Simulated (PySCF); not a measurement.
A small calculation by hand: oscillator strength and radiative lifetime

In(H)(F)(Me) (CH4FIn), SMILES [F][InH][CH3].

Geometry optimised at PBE-D3(BJ)/def2-SVP. The def2 effective core potentials stand for the cores of In; spin–orbit coupling is left out.

PySCF with TDA-M06-2X/def2-SVPD puts the first singlet state with f over 0.02 at 6.90 eV (vertical), with the transition dipole (-0.137, 1.097, -0.624) in atomic units.

Q: Find the oscillator strength, the wavelength and the radiative lifetime that this transition would have in vacuum if emission retraced absorption.

A: 
|μ|² = 1.6116 au, so |μ| = 3.23 D. ΔE = 6.90/27.211 = 0.2536 hartree. f = (2/3) ΔE |μ|² = 0.272 (the program prints 0.272).
λ = 1239.84/6.90 = 180 nm; ν = 55652 cm⁻¹.
Einstein's coefficient A = 0.6670 ν² f s⁻¹ (ν in cm⁻¹) = 5.6e8 s⁻¹, so τ = 1/A = 1.8 ns. This state is S2; the lower singlet has f = 0.000. The figure is the radiative limit of this one transition; relaxation, internal conversion, crossing to triplets and a medium change what is measured.
